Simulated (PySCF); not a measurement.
**Electronic structure of Sc⁺ (scandium, charge +1) at the UHF level**

Configuration: [Ar] 3d1 4s1, high-spin 3D determinant. Computed with PySCF 2.14 in x2c-TZVPall, with scalar relativity by spin-free X2C-1e.

| Quantity | Value |
| --- | --- |
| Total energy | -763.077658 hartree |
| One-electron energy | -1039.6277 hartree |
| Hartree (Coulomb) energy | 314.7772 hartree |
| Exchange energy | -38.2272 hartree |
| ⟨S²⟩ | 2.0013 |
| ⟨L²⟩ | 6.015 |
| Sum of ⟨r⟩ | 16.95 bohr |
| Sum of ⟨r²⟩ | 30.34 bohr² |
| Traceless quadrupole moment −½Σ⟨3z² − r²⟩ along its main axis | 0.735 e·bohr² |
| Langevin diamagnetic susceptibility | -24.0 ×10⁻⁶ cm³/mol |
| Time after the integrals | 0.16 s of wall time on 1 thread of Intel(R) Xeon(R) 6975P-C (shared host) |

```tsv
shell	electrons	mean orbital energy (hartree)	spread (hartree)	rms radius, mean of both spins (bohr)
1s α	1	-167.08194	0	0.0844
1s β	1	-167.07935	0	0.0844
2s α	1	-19.52367	0	0.370
2s β	1	-19.50646	0	0.370
2p α	3	-15.94633	0.00287	0.340
2p β	3	-15.93210	0.01834	0.340
3s α	1	-2.87572	0	1.15
3s β	1	-2.80896	0	1.15
3p α	3	-1.86469	0.03616	1.27
3p β	3	-1.79080	0.05599	1.27
3d α	1	-0.59772	0	1.86
4s α	1	-0.45210	0	3.69
```

Densities and radii are taken from the X2C orbitals without a picture-change correction, which distorts them close to the nucleus.
